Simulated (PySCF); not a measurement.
Members of one family of related compounds. Theory: PySCF 2.14.0, density-fitted response routines, TDDFT CAM-B3LYP/def2-SVPD, vertical, gas phase, core orbitals frozen in the response. Geometries: PBE0-D3(BJ)/def2-SVP; one conformer of each isolated species. Triplets are in the Tamm–Dancoff approximation. 'Strongest' means the level of largest summed f among the lowest 10 singlets; it needn't be the same kind of state in each.

**Question.** Rank by computed lowest singlet excitation energy, lowest first.
A. `c1([C@H]2C=CC[SiH2]2)sccc1`
B. `CCO[C@H]1C=CC[SiH2]1`
C. `FC(F)[C@H]1C=CC[SiH2]1`
D. `C1=C[C@H](c2ccco2)[SiH2]C1`
E. `CC(C)(C)[C@H]1C=CC[SiH2]1`
F. `ClC(Cl)(Cl)[C@H]1C=CC[SiH2]1`

**Answer.** A (5.34 eV), D (5.82 eV), B (6.26 eV), F (6.43 eV), E (6.72 eV), C (6.92 eV).

| SMILES | S1 (eV) | HOMO (eV) | f (strongest) | α (au) | gap (eV) | S1 mainly |
| --- | --- | --- | --- | --- | --- | --- |
| C1=C[C@H](c2cccs2)[SiH2]C1 | 5.34 | -7.53 | 0.22 | 133.0 | 8.17 | H→L (94%) |
| C1=C[C@H](c2ccco2)[SiH2]C1 | 5.82 | -7.37 | 0.33 | 117.6 | 8.51 | H→L (46%) |
| CCO[C@H]1C=CC[SiH2]1 | 6.26 | -8.22 | 0.09 | 101.7 | 9.46 | H→L+1 (80%) |
| ClC(Cl)(Cl)[C@H]1C=CC[SiH2]1 | 6.43 | -8.95 | 0.07 | 121.6 | 9.13 | H-2→L (50%) |
| CC(C)(C)[C@H]1C=CC[SiH2]1 | 6.72 | -8.34 | 0.22 | 118.5 | 9.53 | H→L (70%) |
| FC(F)[C@H]1C=CC[SiH2]1 | 6.92 | -8.86 | 0.18 | 83.6 | 9.86 | H→L (80%) |

H and L stand for HOMO and LUMO.

Mean S1 by what the SMILES shows (count): a double or triple bond but no aromatic ring 6.58 eV (4); an aromatic ring 5.58 eV (2).

- `C1=C[C@H](c2cccs2)[SiH2]C1`: Löwdin shares by element: HOMO carbon 71% or more (atoms not listed hold the other 29%); LUMO carbon 47% or more, sulfur 20% (atoms not listed hold the other 33%).
- `C1=C[C@H](c2ccco2)[SiH2]C1`: Löwdin shares by element: HOMO carbon 73% or more (atoms not listed hold the other 27%); LUMO carbon 23% or more, silicon 21% (atoms not listed hold the other 56%).
- `CCO[C@H]1C=CC[SiH2]1`: Löwdin shares by element: HOMO oxygen 35%, carbon 24% or more, silicon 10% (atoms not listed hold the other 31%); LUMO silicon 29%, carbon 22% or more, hydrogen 9% or more (atoms not listed hold the other 40%).
- `ClC(Cl)(Cl)[C@H]1C=CC[SiH2]1`: Löwdin shares by element: HOMO carbon 80% or more (atoms not listed hold the other 20%); LUMO chlorine 65%, carbon 19% or more (atoms not listed hold the other 16%).
- `CC(C)(C)[C@H]1C=CC[SiH2]1`: Löwdin shares by element: HOMO carbon 78% or more (atoms not listed hold the other 22%); LUMO carbon 20% or more, silicon 17% (atoms not listed hold the other 63%).
- `FC(F)[C@H]1C=CC[SiH2]1`: Löwdin shares by element: HOMO carbon 80% or more (atoms not listed hold the other 20%); LUMO carbon 46% or more, silicon 16% (atoms not listed hold the other 38%).
